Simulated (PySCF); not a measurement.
An unknown is described by computed data only.

Formula: C7H8.

| Property | Result |
| --- | --- |
| Couplings | largest of the computed one-bond spin–spin couplings (means over like bonds): 13C–1H +167.0, 13C–1H +165.4 (×2), 13C–1H +163.2 (×2), 13C–1H +132.9 (×3), 13C–13C +62.7 (×2), 13C–13C +62.2 (×2), 13C–13C +62.0 (×2), 13C–13C +47.6 Hz [B3LYP/pcJ-1, spin–dipole term left out] |
| 13C NMR | chemical shifts (computed TMS as zero) by class: 142.9 (1 C), 134.5 (2 C), 133.9 (2 C), 130.9 (1 C), 23.4 (1 C) ppm [GIAO PBE0/pcSseg-1] |
| Dipole | 0.42 D [PBE0/pcSseg-1] |
| 1H NMR | chemical shifts (computed TMS as zero) by class: 7.38 (2 H), 7.29 (2 H), 7.26 (1 H), 2.39 (3 H) ppm [GIAO PBE0/pcSseg-1] |
| Rotational structure | rotational constants A, B, C: 5.541, 2.519, 1.751 GHz [PBE0-D3(BJ)/def2-SVP] |

The electronic properties come from PySCF, for the isolated species, density fitting. Levels stand in brackets. Isolated species at its PBE0-D3(BJ)/def2-SVP geometry, gas phase. NMR classes are plain means over equivalent atoms (diastereotopic ones count apart unless rotation or inversion swaps them), as if these changed places fast.

Question: Give a SMILES that accounts for the data.

Answer: Numbering: `[CH3:1][c:2]1[cH:3][cH:4][cH:5][cH:6][cH:7]1`. Its formula, C7H8, gives 4 degrees of unsaturation: 1 ring and 3 π bonds in the structure found (Kekulé form). 7 carbons fall into 5 classes; from least to most shielded: substituted aromatic carbon [C2] (142.9 ppm), aromatic CH carbon [C3/C7] (134.5 ppm, 2 C), aromatic CH carbon [C4/C6] (133.9 ppm, 2 C), aromatic CH carbon [C5] (130.9 ppm), benzylic-type carbon [C1] (23.4 ppm). Hydrogen classes from least to most shielded: 2 H on the meta carbons, C4/C6 (7.38 ppm), 2 H on the ortho carbons, C3/C7 (7.29 ppm), 1 H on the para carbon, C5 (7.26 ppm), 3 H on a benzylic-type carbon, C1 (2.39 ppm). The couplings run between: +167.0 Hz, aromatic CH carbon [C5] and its hydrogen; +165.4 Hz, aromatic CH carbon [C4] and its hydrogen (with 1 like pair); +163.2 Hz, aromatic CH carbon [C3] and its hydrogen (with 1 like pair); +132.9 Hz, benzylic-type carbon [C1] and its hydrogen (with 2 like pairs); +62.7 Hz, aromatic CH carbon [C3] and aromatic CH carbon [C4] (with 1 like pair); +62.2 Hz, substituted aromatic carbon [C2] and aromatic CH carbon [C3] (with 1 like pair); +62.0 Hz, aromatic CH carbon [C4] and aromatic CH carbon [C5] (with 1 like pair); +47.6 Hz, benzylic-type carbon [C1] and substituted aromatic carbon [C2]. By its constants the optimised geometry is an asymmetric top. Structure: `Cc1ccccc1`. The assignments are read from this structure; whether some other isomer fits the data as well wasn't checked.
